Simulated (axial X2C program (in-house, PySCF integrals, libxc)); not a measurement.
Density and ELF of PbP⁺

Computed with an in-house all-electron X2C program for linear molecules (integrals from PySCF). Spin-free means the one-electron spin-free X2C Hamiltonian. Basis: Pb dyall-cv3z [12s14p10d7f1g], P dyall-v3z [8s7p2d1f] (cores contracted in-house); Gaussian nuclei, density fitting, unrestricted open shells. Masses: Pb 207.977 u, P 30.974 u.

PBE0, scalar-relativistic, state M_S = 1, Λ = 0 (beyond evenly filled blocks: π+α, π-α); Pb at z = 0, P at z = 2.604 Å.

The maps cover the half plane through the axis: z from -2.4 to 4.8 Å along the bond, ρ from 0.15 to 2.25 Å away from it.

log10 of the density in e/bohr³:

```
 ρ\z  -2.4  -1.8  -1.2  -0.6   0.0   0.6   1.2   1.8   2.4   3.0   3.6   4.2   4.8
0.15  -3.0  -2.2  -1.3   0.0   1.9   0.0  -1.1  -0.9   0.7  -0.2  -1.2  -2.1  -3.0
0.45  -3.1  -2.2  -1.4  -0.4   0.4  -0.4  -1.2  -1.1  -0.6  -0.8  -1.3  -2.2  -3.1
0.75  -3.2  -2.4  -1.6  -0.9  -0.4  -0.9  -1.4  -1.3  -1.1  -1.1  -1.6  -2.3  -3.2
1.05  -3.4  -2.6  -1.9  -1.4  -1.1  -1.4  -1.7  -1.6  -1.4  -1.4  -1.9  -2.6  -3.4
1.35  -3.6  -2.9  -2.3  -1.9  -1.7  -1.9  -2.1  -1.9  -1.8  -1.8  -2.2  -2.9  -3.6
1.65  -3.9  -3.2  -2.7  -2.3  -2.3  -2.4  -2.4  -2.3  -2.2  -2.3  -2.6  -3.2  -3.9
1.95  -4.2  -3.6  -3.1  -2.8  -2.8  -2.8  -2.8  -2.7  -2.7  -2.8  -3.1  -3.6  -4.2
2.25  -4.6  -4.0  -3.5  -3.3  -3.3  -3.3  -3.3  -3.2  -3.1  -3.2  -3.5  -4.0  -4.5
```

Electron localisation function (collinear form, no current term, damped to 0 at low density):

```
 ρ\z  -2.4  -1.8  -1.2  -0.6   0.0   0.6   1.2   1.8   2.4   3.0   3.6   4.2   4.8
0.15  0.56  0.84  0.59  0.62  0.42  0.63  0.41  0.77  0.87  0.29  0.95  0.89  0.34
0.45  0.48  0.83  0.61  0.50  0.54  0.49  0.43  0.82  0.11  0.12  0.95  0.85  0.27
0.75  0.34  0.79  0.64  0.39  0.52  0.34  0.43  0.82  0.58  0.83  0.93  0.78  0.17
1.05  0.16  0.71  0.66  0.40  0.34  0.28  0.41  0.75  0.81  0.89  0.87  0.63  0.07
1.35  0.04  0.52  0.62  0.41  0.29  0.22  0.34  0.64  0.74  0.81  0.73  0.40  0.02
1.65  0.01  0.23  0.45  0.35  0.20  0.13  0.25  0.48  0.57  0.63  0.51  0.16  0.00
1.95  0.00  0.04  0.19  0.17  0.09  0.06  0.15  0.30  0.34  0.38  0.23  0.03  0.00
2.25  0.00  0.00  0.03  0.04  0.02  0.02  0.07  0.13  0.14  0.14  0.05  0.00  0.00
```

Axial spin density in 10⁻³ e/bohr³:

```
 ρ\z  -2.4  -1.8  -1.2  -0.6   0.0   0.6   1.2   1.8   2.4   3.0   3.6   4.2   4.8
0.15  -0.1  -0.4  -1.4   0.4  10.3   0.3  -2.3  -0.5  11.8  -1.8  -3.9  -0.7  -0.1
0.45  -0.1  -0.3  -0.9   1.0   2.8  -0.3   0.8  10.7  22.3  15.7   0.1  -0.3   0.0
0.75  -0.1  -0.2  -0.3   1.3   0.2   1.1   3.6  15.6  41.4  24.7   2.9   0.1   0.0
1.05   0.0  -0.1  -0.1   1.1   2.0   2.4   4.1  11.9  25.5  16.1   2.8   0.2   0.0
1.35   0.0  -0.1   0.0   0.7   1.6   2.0   3.0   6.7  11.5   7.6   1.8   0.2   0.0
1.65   0.0   0.0   0.1   0.4   0.9   1.2   1.7   3.2   4.6   3.2   0.9   0.2   0.0
1.95   0.0   0.0   0.0   0.2   0.4   0.6   0.8   1.4   1.8   1.2   0.4   0.1   0.0
2.25   0.0   0.0   0.0   0.1   0.2   0.3   0.4   0.5   0.6   0.5   0.2   0.1   0.0
```

One determinant describes the state; a PBE0 search over occupations chose it and may have missed a lower one. Other states lie close and PBE0, whose exact exchange favours high spin, may order them wrongly; the determinant shown need not be the ground state. The nearest other spin-free determinant of the search, M_S = 0, Λ = 2, lies 0.87 eV up at the distance of the search.
